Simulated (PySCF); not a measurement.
C2H5Cl2Si, multiplicity 2. Atoms are numbered in the order given.

```xyz
10

C     -1.2583    -1.5068    -0.6609
Si     0.0486    -0.3458    -0.1043
C      1.7521    -1.0794    -0.1015
Cl    -0.4154     0.3123     1.8057
Cl     0.0271     1.3228    -1.3342
H     -1.0378    -2.5302    -0.9832
H     -2.3135    -1.2168    -0.6956
H      1.7923    -1.9481     0.5734
H      2.4886    -0.3376     0.2401
H      2.0289    -1.4047    -1.1161
```
Charge 0, spin multiplicity 2.

Geometry optimised at PBE0-D3(BJ)/def2-SVP. The isomer is the one that the SMILES or the coordinates give; other isomers of the formula were not compared.

Computed with PBE0-D3(BJ)/def2-SVP (PySCF).

Frequencies are harmonic and unscaled.

A small imaginary wavenumber (i) marks a very flat motion, where grid noise or a shallow saddle decides the sign.

Question: Estimate the vibrational spectrum. (Estimate from the structure and the level; the computed values follow.)

Answer: 
```csv
mode,ν (cm⁻¹),IR (km/mol),moving atoms (share of kinetic energy)
1,8i,0.2,H 97 %
2,161,0.0,H 98 %
3,163,1.7,"Cl 56 %, C 28 %, H 13 %"
4,167,0.2,"C 46 %, H 28 %, Cl 26 %"
5,219,0.4,"C 33 %, Cl 29 %, H 27 %, Si 11 %"
6,223,2.8,"Cl 33 %, C 26 %, H 26 %, Si 15 %"
7,234,12.1,"C 31 %, Si 29 %, Cl 22 %, H 18 %"
8,481,33.9,"Cl 54 %, Si 21 %, C 19 %"
9,543,10.6,"H 35 %, Si 27 %, Cl 25 %, C 13 %"
10,598,162.4,"H 43 %, Si 27 %, C 17 %, Cl 13 %"
11,676,3.4,"H 64 %, C 32 %"
12,726,30.6,"C 43 %, H 35 %, Si 20 %"
13,799,95.6,"H 68 %, C 21 %, Si 11 %"
14,819,86.7,"H 36 %, Si 32 %, C 32 %"
15,849,104.8,"H 43 %, Si 28 %, C 28 %"
16,1269,34.0,"H 77 %, C 23 %"
17,1362,11.8,"H 87 %, C 13 %"
18,1421,3.8,H 96 %
19,1422,5.0,H 96 %
20,3063,0.2,H 97 %
21,3157,0.2,H 95 %
22,3172,0.4,"H 91 %, C 9 %"
23,3182,0.1,"H 91 %, C 9 %"
24,3271,0.6,"H 90 %, C 10 %"
```
